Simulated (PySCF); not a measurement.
Cards and structures have been mixed up. Pair them.

Structures:
1. `C=C1CC[C@H](N)C1`
2. `Cc1ccc(C(=O)Cl)o1`
3. `[N-]=C=O`
4. `C[CH-]C#N`

Card P (geometry GFN2-xTB):
* Rotational constants A, B, C: 4.439, 2.231, 1.862 GHz
* Static isotropic polarisability (PBE0/def2-SVPD): 77.6 au
* Dipole moment (PBE0/def2-SVPD): 0.78 D
* Strongest line among the 8 lowest singlet transitions (TDDFT PBE0/def2-SVPD): S4 at 6.71 eV (185 nm, f = 0.208)
* HOMO energy (PBE0/def2-SVPD): -6.72 eV
* Isotropic shieldings of nuclei other than C and H, by class (GIAO PBE0/pcSseg-1): 212 (1 N) ppm
* Lowest singlet excitation (TDDFT PBE0/def2-SVPD): 5.88 eV (211 nm, f = 0.019)

Card Q (geometry PBE0-D3(BJ)/def2-SVP):
* Rotational constants A, B, C: 38.136, 4.565, 4.188 GHz
* Isotropic shieldings of nuclei other than C and H, by class (GIAO B97-2/pcSseg-2): -17 (1 N) ppm
* Largest of the computed one-bond spin–spin couplings (means over like bonds) (B3LYP/pcJ-1): 13C–1H +162.6, 13C–1H +124.0 (×3), 13C–13C +103.2, 13C–13C +60.4, 15N–13C -16.4 Hz
* 13C chemical shifts (computed TMS as zero) by class (GIAO B97-2/pcSseg-2): 150.7 (1 C), 22.9 (1 C), 0.4 (1 C) ppm
* HOMO energy (B97-2/pcSseg-2): 1.02 eV
* Core binding energies (ΔSCF SCAN, pcX-2 on the ionised atom, pcseg-1 elsewhere, spin-free X2C): C1s 283.7, C1s 285.1, C1s 285.9, N1s 397.3 eV

Card R (geometry PBE0-D3(BJ)/def2-SVP):
* Rotational constant B (linear): 11.583 GHz
* Point group: C∞v
* HOMO energy (PBE/pcSseg-2): 0.47 eV
* Isotropic shieldings of nuclei other than C and H, by class (GIAO PBE/pcSseg-2): 172 (1 N), 275 (1 O) ppm
* 13C chemical shifts (computed TMS as zero) by class (GIAO PBE/pcSseg-2): 131.6 (1 C) ppm

Card S (geometry GFN2-xTB):
* Rotational constants A, B, C: 2.803, 0.955, 0.716 GHz
* Static isotropic polarisability (wB97X-D/def2-SVPD): 94.1 au
* 13C chemical shifts (computed TMS as zero) by class (GIAO PBE0/pcSseg-1): 167.1 (1 C), 163.1 (1 C), 150.5 (1 C), 131.7 (1 C), 118.5 (1 C), 17.2 (1 C) ppm
* Dipole moment (wB97X-D/def2-SVPD): 5.29 D
* Isotropic shieldings of nuclei other than C and H, by class (GIAO PBE0/pcSseg-1): -192 (1 O), 16 (1 O), 530 (1 Cl) ppm
* Point group: Cs

All species are isolated and taken at one optimised geometry, non-relativistic unless stated. Electronic properties by PySCF. NMR classes are plain means over equivalent atoms (diastereotopic ones count apart unless rotation or inversion swaps them), as if these changed places fast.

Q: Which card belongs to which structure?

A: P = 1, Q = 4, R = 3, S = 2. What ties each card to its structure:
- 1 (card P), C6H11N, monoisotopic mass 97.1 u, 7 heavy atoms: an asymmetric top with C = 1.862 GHz; polarisability 77.6 au for 54 electrons; dipole 0.78 D.
- 2 (card S), C6H5ClO2, monoisotopic mass 144.0 u, 9 heavy atoms: 6 C in 6 classes; point group Cs; the least shielded carbon (167.1 ppm) is a substituted aromatic carbon; an asymmetric top with C = 0.716 GHz, the lowest such constant on the cards; polarisability 94.1 au for 74 electrons; dipole 5.29 D.
- 3 (card R), [CNO]-, monoisotopic mass 42.0 u, 3 heavy atoms: 1 C in 1 class; point group C∞v; a linear rotor with B = 11.583 GHz, the highest such constant on the cards.
- 4 (card Q), [C3H4N]-, monoisotopic mass 54.0 u, 4 heavy atoms: 3 C in 3 classes; core lines of C and N; the least shielded carbon (150.7 ppm) is a carbon bonded to C and N; an asymmetric top with C = 4.188 GHz.
